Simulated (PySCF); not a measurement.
SMILES C=Cc1cccc([Si](Cl)(Cl)Cl)c1, singlet (GFN2-xTB optimised geometry):

```
19

C     -1.783    -2.494    -0.003
C     -2.244    -1.249    -0.001
C     -1.452    -0.023     0.000
C     -2.111     1.207     0.001
C     -1.399     2.391     0.001
C     -0.016     2.372     0.002
C      0.675     1.159     0.000
Si     2.565     1.120     0.034
Cl     3.315     2.746    -0.908
Cl     3.228     1.113     1.949
Cl     3.238    -0.549    -0.891
C     -0.058    -0.023     0.000
H     -2.454    -3.335    -0.004
H     -0.733    -2.730    -0.005
H     -3.315    -1.087    -0.001
H     -3.191     1.230     0.000
H     -1.923     3.335     0.001
H      0.533     3.302    -0.001
H      0.471    -0.964    -0.004
```

Method: PBE0/def2-SVP (PySCF).

Question: What are the frontier orbital energies and the dipole moment?

Answer: HOMO-2 -8.98 eV, HOMO-1 -7.79 eV, HOMO -6.89 eV, LUMO -1.32 eV, LUMO+1 -0.96 eV; dipole moment 2.20 D.

Meta-Löwdin charges at PBE0/def2-SVP: C1 -0.22, C2 -0.10, C3 0.01, C4 -0.10, C5 -0.10, C6 -0.09, C7 -0.23, Si8 0.89, Cl9 -0.24, Cl10 -0.25, Cl11 -0.25, C12 -0.09, H13 0.12, H14 0.11, H15 0.10, H16 0.11, H17 0.11, H18 0.11, H19 0.11.
